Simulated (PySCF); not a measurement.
# Assignment exercise: C$_{5}$H$_{3}$ClFN

Molfile (atoms numbered from 1):
```
C5H3ClFN
     RDKit          3D

 11 11  0  0  0  0  0  0  0  0999 V2000
   -1.4960   -1.4022   -1.8368 F   0  0  0  0  0  0  0  0  0  0  0  0
   -0.7357   -0.7644   -0.9556 C   0  0  0  0  0  0  0  0  0  0  0  0
   -1.2086    0.4085   -0.3925 C   0  0  0  0  0  0  0  0  0  0  0  0
   -0.3752    1.0317    0.5195 C   0  0  0  0  0  0  0  0  0  0  0  0
    0.8570    0.4742    0.8237 C   0  0  0  0  0  0  0  0  0  0  0  0
    1.1922   -0.7055    0.1782 C   0  0  0  0  0  0  0  0  0  0  0  0
    2.7145   -1.4443    0.5178 Cl  0  0  0  0  0  0  0  0  0  0  0  0
    0.4188   -1.3182   -0.6949 N   0  0  0  0  0  0  0  0  0  0  0  0
   -2.1792    0.7997   -0.6637 H   0  0  0  0  0  0  0  0  0  0  0  0
   -0.6846    1.9540    0.9967 H   0  0  0  0  0  0  0  0  0  0  0  0
    1.5360    0.9293    1.5305 H   0  0  0  0  0  0  0  0  0  0  0  0
  1  2  1  0
  2  3  1  0
  3  4  2  0
  4  5  1  0
  5  6  2  0
  6  7  1  0
  6  8  1  0
  8  2  2  0
  3  9  1  0
  4 10  1  0
  5 11  1  0
M  END
```

Single conformer, no solvent model, no relativistic terms. Geometry from PBE0-D3(BJ)/def2-TZVP; σ from GIAO-B97-2/pcSseg-2; PySCF 2.14.0 with density-fitted response routines.

Referencing at the same level of theory: TMS for ¹³C (σ = 185.38 ppm), ¹H (σ = 31.64 ppm).

Q: Assign these signals to the numbered atoms. ¹³C{¹H} NMR (computed): δ 172.3 (C), 164.5 (C), 148.7 (CH), 126.8 (CH), 111.6 (CH).

A: 
| δ (ppm) | atoms | environment | reason |
| --- | --- | --- | --- |
| 172.3 | C2 | aromatic carbon bearing fluorine | an ipso carbon deshielded by its heteroatom |
| 164.5 | C6 | aromatic carbon bearing chlorine | – |
| 148.7 | C4 | aromatic CH | – |
| 126.8 | C5 | aromatic CH | the aromatic region |
| 111.6 | C3 | aromatic CH | – |

Q: Assign these signals to the numbered atoms. ¹H NMR (600 MHz, computed): δ 7.80 (m, 1H), 7.27 (d, 1H), 6.82 (m, 1H).

A: 
| δ (ppm) | atoms | environment | reason |
| --- | --- | --- | --- |
| 7.80 | H10 | hydrogen on an aromatic CH | ring-current deshielding |
| 7.27 | H11 | hydrogen on an aromatic CH | – |
| 6.82 | H9 | hydrogen on an aromatic CH | – |

Carbons that carry Cl, above all several Cl atoms, come out too deshielded, partly because spin–orbit coupling is missing. Splittings by ¹⁹F in the carbon and heteronuclear signals aren't shown, as no couplings were computed. Shifts are as computed. Against solution values, carbons near 30 ppm lie about +3 ppm off and those near 130 ppm about +7 ppm; carbons on Cl a further +5 ppm. Of 1211 compounds with measured shifts, 218 miss one by over three times the rms of a fit or turn the order of signals round; such compounds aren't used in these exercises. Multiplicities follow the n + 1 count of equivalent neighbours, as no J values were calculated; m marks all less simple cases, F and P coupling included.
